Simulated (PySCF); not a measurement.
Computed with PBE-D3(BJ)/def2-TZVP // B3LYP-D3(BJ)/def2-TZVP (PySCF). Gas-phase values, no solvent. One relaxed conformer stands for a flexible species; it need not be the lowest. Delta-SCF ions had no search for a lower state. Excitations are Tamm–Dancoff values on a coarser integration grid. The basis has no diffuse functions, so Rydberg states are missing or too high.

Reference species (SMILES): `C=[SiH]N=[SiH2]` (C–Si–N–Si torsion 32°) (neutral, multiplicity 1).

```yaml
T1 excitation (TDA): 1.41 eV
vertical ionisation energy (Delta-SCF): 7.60 eV
HOMO: -4.87 eV
LUMO: -3.18 eV
```

After one change: the T1 excitation (TDA) rises by 0.77 eV; the vertical ionisation energy (Delta-SCF) increases by 0.93 eV; the HOMO drops by 0.83 eV; the LUMO increases by 0.03 eV.

Question: What was changed between the two runs? The new species is one of these.
A) `N=C1[SiH2][SiH2]1`
B) `[H]/N=[SiH]\C=[SiH2]` (N–Si–C–Si torsion 180°)
C) `N[SiH]=C=[SiH2]`
D) `N=C=[SiH][SiH3]`

Answer: B, `[H]/N=[SiH]\C=[SiH2]` (N–Si–C–Si torsion 180°)
